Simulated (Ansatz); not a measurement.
One change: `[NH2][Hf]([NH2])([NH2])[NH2]` becomes `[NH2][Hf]([NH2])([NH2])[F]`.

Ansatz, PBE0-D4/def2-TZVP geometries, multiplicity 1. Each molecule was computed in one conformer, which needn't be the lowest.

Elements past krypton have def2 core potentials.

| property | `[NH2][Hf]([NH2])([NH2])[NH2]` |
| --- | --- |
| HOMO energy (PBE/def2-TZVPP) / eV | -5.33 |
| LUMO energy (B3LYP/def2-TZVPP) / eV | -0.16 |
| HOMO–LUMO gap (B3LYP/def2-TZVPP) / eV | 6.31 |
| HOMO–LUMO gap (ωB97M-V/def2-TZVPP) / eV | 10.38 |
| HOMO energy (PBE0/def2-TZVPP) / eV | -6.71 |
| HOMO–LUMO gap (PBE0/def2-TZVPP) / eV | 6.84 |

(1) Give the same properties after the change, and the shifts. (An estimate is asked.)

Answers

(1) The calculation gave: 
| property | `[NH2][Hf]([NH2])([NH2])[F]` | shift |
| --- | --- | --- |
| HOMO energy (PBE/def2-TZVPP) / eV | -5.67 | -0.34 |
| LUMO energy (B3LYP/def2-TZVPP) / eV | -0.35 | -0.19 |
| HOMO–LUMO gap (B3LYP/def2-TZVPP) / eV | 6.48 | 0.17 |
| HOMO–LUMO gap (ωB97M-V/def2-TZVPP) / eV | 10.55 | 0.17 |
| HOMO energy (PBE0/def2-TZVPP) / eV | -7.07 | -0.36 |
| HOMO–LUMO gap (PBE0/def2-TZVPP) / eV | 7.03 | 0.19 |

With PBE0 the HOMO falls by 0.36 eV and the LUMO falls by 0.17 eV, so the gap widens by about 0.19 eV. PBE moves the HOMO by -0.34 eV and ωB97M-V by -0.34 eV. The zero-point energy changes by -57.5 kJ/mol with -6 modes.

B3LYP here is the variant with VWN-RPA as its local correlation; programs differ in this.
